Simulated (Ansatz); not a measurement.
Basis-set series for CH$_{2}$BClO (`O=CBCl`). Total charge 0; spin multiplicity 1. The structure was optimised at the PBE0-D4/def2-TZVP level. It is one conformer, not always the lowest.

| functional | basis | functions | energy (Eh) | HOMO (eV) | LUMO (eV) |
| --- | --- | --- | --- | --- | --- |
| PBE0-D4 | def2-SVP | 70 | -599.02135 | -7.28 | -2.32 |
| PBE0-D4 | def2-TZVPP | 163 | -599.33832 | -7.46 | -2.51 |
| ωB97M-V | def2-SVP | 70 | -599.26028 | -9.61 | -0.09 |
| ωB97M-V | def2-TZVPP | 163 | -599.58111 | -9.81 | -0.36 |

Problem. Give the rows for def2-QZVPP. (Best estimate.)

Solution. The calculation gave: 
```csv
functional,basis,functions,energy (Eh),HOMO (eV),LUMO (eV)
PBE0-D4,def2-QZVPP,301,-599.35935,-7.49,-2.56
ωB97M-V,def2-QZVPP,301,-599.60106,-9.85,-0.43
```

Computed with Ansatz.
